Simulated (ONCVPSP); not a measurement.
# Before and after: ONCV potential for germanium (Ge)

* Element: germanium
* Generator: ONCVPSP 4.0.1
* Type: optimised norm-conserving Vanderbilt (ONCV)
* Functional: LDA (Perdew-Wang 92)
* Relativity: scalar-relativistic
* Frozen core: [Ar] 3d10
* Valence charge: 4
* Reference configuration: 4s2 4p1 (charge +1)
* Partial waves: 4s: rc 1.40 bohr, ncon 4, nbas 8, qcut 4.2 1/bohr, 2 projectors, debl 0.4 Ha; 4p: rc 2.15 bohr, ncon 3, nbas 6, qcut 3.8 1/bohr, 2 projectors, debl 3.1 Ha
* Local potential: polynomial inside 1.15 bohr (lpopt 1, dvloc0 0 Ha)
* Core correction: none

In the s channel the program set the typed energies aside and used -0.740, 0.250 Ha.

Change: all radii scaled by about 1.13 (s 1.58, p 2.42 bohr); local potential polynomial inside 1.30 bohr (lpopt 1, dvloc0 0 Ha).

Cutoffs: the cutoffs (Ha) at which the residual kinetic energy of the hardest occupied pseudo-wave falls to 1 and 0.1 mHa per electron; they do not see the model core or the augmentation charge, which bear on the density cutoff. Errors are all-electron minus pseudo energies relative to the spin-unpolarised reference configuration.

Q: Predict the effect on cutoff, ghosts and configuration errors.

A: The potential gets softer (10 Ha and 81 Ha → 8.9 Ha and 26 Ha); the bound ghost in s disappears; of the 4 tests that both files solve, the error grows in 1 and shrinks in 2 by more than 15 % and 0.3 meV (median size 14.5 → 14.0 meV). A larger radius leaves more room for a smooth pseudo-wave, so fewer plane waves are needed.

```tsv
quantity	base	changed
cutoff, loose	10 Ha	8.9 Ha
cutoff, tight	81 Ha	26 Ha
loose cutoff by channel	s 10 Ha, p 3.3 Ha	s 8.9 Ha, p 2.9 Ha
bound ghosts	s	none
GHOST(+) flags under 300 eV	p at 157.4 eV	s at 75.7 eV
error for 4s2 4p2, meV [ΔE -7.63 eV]	+4.7	+3.7
error for 4s2 4p0, meV [ΔE 15.71 eV]	+12	+7.9
error for 4s1 4p0, meV [ΔE 50.92 eV]	+209	+199
error for 4s1 4p2, meV [ΔE 8.78 eV]	+16	+20
```

 A true bound ghost makes a file unfit for plane-wave use even where its test errors are small: the radial tests pick states by their node count and pass the ghost by.
